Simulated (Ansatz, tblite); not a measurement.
Cost and result up the ladder for MoO₂F₂ (5 atoms). Total charge 0; singlet. Geometry: PBE-D4/def2-SVP.

Cartesian coordinates in Å:
```
Mo -0.002 -0.003 0.006
O 0.794 -1.285 0.760
O -1.237 0.469 1.053
F -0.735 -0.585 -1.591
F 1.179 1.404 -0.228
```

Ansatz on 4 threads of Arm Neoverse V1 on a shared host; xTB runs through tblite on one thread. Times are rough, summed over both states, and most runs start from the orbitals of an earlier one. PBE0-D4/def2-TZVP serves as the yardstick here, not as an exact answer. The other state is a doublet.

In the def2 sets Mo takes a core potential; there is no spin–orbit coupling. The xTB rows come from tblite.

Raw xTB energies of ions are shifted by several eV.

```tsv
level	functions	wall time	vertical IE (eV)	difference from PBE0-D4/def2-TZVP (eV)
GFN1-xTB	25	0.006 s	18.00	5.73
GFN2-xTB	25	0.006 s	17.58	5.31
PBE-D4/def2-TZVP	164	3.3 s	12.08	-0.19
PBE0-D4/def2-TZVP	164	4.5 s	12.27	0.00
r2SCAN-D4/def2-TZVP	164	6.6 s	12.15	-0.12
```
